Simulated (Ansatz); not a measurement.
A run for Ansatz (a quantum-chemistry and plane-wave program): R-B3LYP/def2-TZVPP on H2Mg (SMILES [MgH2]), atoms moved off the minimum.

Ansatz 0.2 input:
```yaml
crystal:
  periodic: [false, false, false]
  atoms:
    - {symbol: Mg, position_ang: [0.17587302, -0.05794374, -0.06823925]}
    - {symbol: H, position_ang: [0.00512425, 0.14442069, -1.61928777]}
    - {symbol: H, position_ang: [-0.09430694, 0.03684383, 1.86954675]}
basis:
  gaussian:
    orbitals: def2-TZVPP
hamiltonian:
  xc: {name: B3LYP}
scf: {lower_state_search: off}
output: {forces: true}
```

Output:

```
WARN ansatz: RAYON_NUM_THREADS=1 ignored (pool sized by the plan → 1); use --threads N
Functional definition: B3LYP
these checks for a lower state are left out or cut short: stability, starts, cluster_reference, orbital_swaps, neighbouring_geometries, increment
integrals: 0.01 GiB planned
406 factors; their error is unknown
mean field: 0.10 GiB planned
mean field evaluation 1: about -5475.3150 eV, gradient 1.5e1 eV
mean field evaluation 2: about -5475.9568 eV, gradient 8.7e0 eV
mean field evaluation 4: about -5476.2910 eV, gradient 1.5e-1 eV
mean field evaluation 8: about -5476.3073 eV, gradient 7.0e-3 eV
mean field evaluation 16: about -5476.3073 eV, gradient 1.8e-6 eV
mean field -5476.30732078 eV, -201.2505820641 hartree, gradient 1.8e-6 eV, S^2 0.000000; 0 other end points of the search recorded, 0 dependent functions left out
the calculation of the forces begins
reference -5476.30754244 eV, -201.2505902102 hartree; 7, 7 occupied and 53, 53 virtual orbitals, 406 factors
Total energy: -5476.30754244 eV, -201.2505902102 hartree
Atom 0 at     0.175873    -0.057944    -0.068239 Å, force    -0.317849     0.077906     2.934448 eV/Å
Atom 1 at     0.005124     0.144421    -1.619288 Å, force    -0.009246     0.081311    -1.454734 eV/Å
Atom 2 at    -0.094307     0.036844     1.869547 Å, force     0.327096    -0.159217    -1.479714 eV/Å
Dipole moment:     0.201722    -0.135905    -0.177711 e Å
Checks for a lower state left out: stability, starts, cluster_reference, orbital_swaps, neighbouring_geometries, increment
```

The calculation finished and met its thresholds.

Cost: very roughly 0.5 core-seconds.
